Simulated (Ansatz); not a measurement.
`COB(O)O` + `CSS` → `CSSB(O)O` + CH₃OH  (ligand exchange at a B–O bond)

Gas-phase electronic energies from Ansatz, PBE0-D4/def2-TZVP geometries. CCSD(T)/CBS is the MP2 limit (def2-TZVPP, def2-QZVPP) plus CCSD(T) − MP2 in def2-TZVPP, frozen cores. This one scheme is used for every species. Functionals use def2-TZVPP. One conformer a species, not always the lowest.

`COB(O)O`:

Z-matrix (Å, degrees):
```
C
O 1 1.413
H 1 1.090 2 107.6
H 1 1.093 2 111.2 3 119.5
H 1 1.093 2 111.2 3 -119.5
B 2 1.361 1 120.2 3 -180.0
O 6 1.366 2 120.6 1 0.0
O 6 1.368 2 119.6 1 -180.0
H 7 0.959 6 111.8 2 180.0
H 8 0.960 6 111.8 2 0.0
```

`CSS`:

Z-matrix (Å, degrees):
```
C
S 1 1.802
H 1 1.089 2 110.8
H 1 1.090 2 111.1 3 123.0
H 1 1.093 2 106.0 3 -118.4
S 2 2.037 1 103.0 3 -56.7
H 6 1.349 2 99.3 1 -87.6
```

`CSSB(O)O`:

```xyz
11

C     0.802    0.082    1.970
S     0.776   -1.290    0.800
S    -1.121   -1.167    0.027
B    -0.818   -0.075   -1.432
O     0.416    0.368   -1.764
O    -1.919    0.250   -2.154
H     1.788    0.061    2.441
H     0.035   -0.054    2.732
H     0.663    1.034    1.460
H     1.082   -0.003   -1.163
H    -1.705    0.794   -2.917
```

CH₃OH:

```xyz
6

C     0.128   -0.058   -0.327
O    -0.543    0.637    0.699
H     0.066    0.559   -1.224
H    -0.336   -1.027   -0.549
H     1.188   -0.221   -0.098
H    -0.503    0.110    1.500
```

CCSD(T)/CBS gives +58.1 kJ/mol.

Problem. Another level gave +61.1 kJ/mol. Which?
A. revPBE/def2-TZVPP
B. PBE-QIDH/def2-TZVPP
C. CCSD/def2-TZVPP
D. r2SCAN0/def2-TZVPP

Solution. D. r2SCAN0 61.1, revPBE 49.5, CCSD/def2-TZVPP 65.9, PBE-QIDH 56.5 kJ/mol.

Largest T1 diagnostic among the species: 0.013.

In def2-TZVPP, CCSD(T) changes the Hartree–Fock value by −26.9 kJ/mol (the triples alone add −6.0 kJ/mol) and MP2 by −32.6 kJ/mol. From PBE to PBE0 (25 % exact exchange), in def2-TZVPP and without D4, ΔE moves by +5.8 kJ/mol.
